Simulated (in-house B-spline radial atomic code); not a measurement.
The numbers below are computed, except where a source is named.
# Rh in an electron gas of r_s = 2.07: phase shifts, screening, friction and resistivity

A nucleus sits in a uniform electron gas with a rigid positive background. The Kohn-Sham equations are solved self-consistently in the spin-unpolarised LDA (PW92), non-relativistic, on B-splines with outgoing waves at the boundary and partial waves to l = 8. The model has no lattice, no bands and no magnetic solution. Atomic units; δ_l are the phase shifts at the Fermi level, counted so that each bound state adds π, and good to about 0.0005.

The density parameter is r_s = 2.07 bohr, near that of the valence electrons of Al (3 per atom, density 2.7 g/cm³, mass 26.98 u, which gives r_s = 2.07).

| l | δ_l (rad) |
| --- | --- |
| 0 | 12.1132 |
| 1 | 9.4696 |
| 2 | 5.9093 |
| 3 | 0.0661 |
| 4 | 0.0131 |
| 5 | 0.0021 |
| 6 | 0.0003 |
| 7 | -0.0001 |
| 8 | -0.0001 |

Bound levels below the band bottom (hartree): s -20.22, p -16.86, d -10.66, s -2.322, p -1.312 and deeper ones.

Check the Friedel sum rule, and say where the screening charge sits.

k_F = (9π/4)^(1/3)/r_s = 0.92713. The rule is Z = (2/π) Σ (2l + 1) δ_l. The terms are s 7.712, p 18.086, d 18.810, f 0.295 and 0.090 beyond, in all 44.992 against Z = 45. Bound states hold 8 s, 18 p, 10 d electrons, so the scattering states carry 8.99 in all; where a term is smaller than its bound count, the bound level has drawn weight out of the band.

Find the transport cross section and the electronic stopping of a 5 keV Rh ion (mass 102.91 u).

σ_tr = (4π/k_F²) Σ (l + 1) sin²(δ_l − δ_(l+1)). The terms for l = 0 to 3 are 0.2282, 0.3306, 0.5442, 0.0112, all together 1.1149, so σ_tr = 14.619 × 1.1149 = 16.299 bohr². With n = 3/(4π r_s³) = 0.02692, the friction coefficient is Q = n k_F σ_tr = 0.4067. For v well below v_F = 0.927, dE/dx = Q v; with 24801 eV per u at v = 1, v = √(5000/(24801 × 102.91)) = 0.0443, so dE/dx = 0.01800 hartree/bohr = 9.26 eV/nm. The largest term couples the d and f waves.

What residual resistivity would 1 atomic per cent of such centres give in Al?

Δρ = k_F n_i σ_tr/n in atomic units of 21.74 μΩ·cm. With one host atom per 3 electrons, n_i/n = 0.01/3, so Δρ = 0.9271 × 0.00333 × 16.299 × 21.74 = 1.10 μΩ·cm. This is an atom added to the gas, as on an interstitial site.

On a substitutional site the background of one host ion, a sphere holding 3 charges, is taken out. The phase shifts for l = 0 to 4 become 11.6159, 9.0010, 5.5404, -0.0352, -0.0088. What follows?

The Friedel sum is now 41.99, for Z − 3 = 42. The sum in σ_tr is 1.7199, so σ_tr = 25.14 bohr² and Δρ = 1.69 μΩ·cm per atomic per cent, 1.54 times the value above. A real host ion scatters too, so this model doesn't give zero even for the host's own atom.
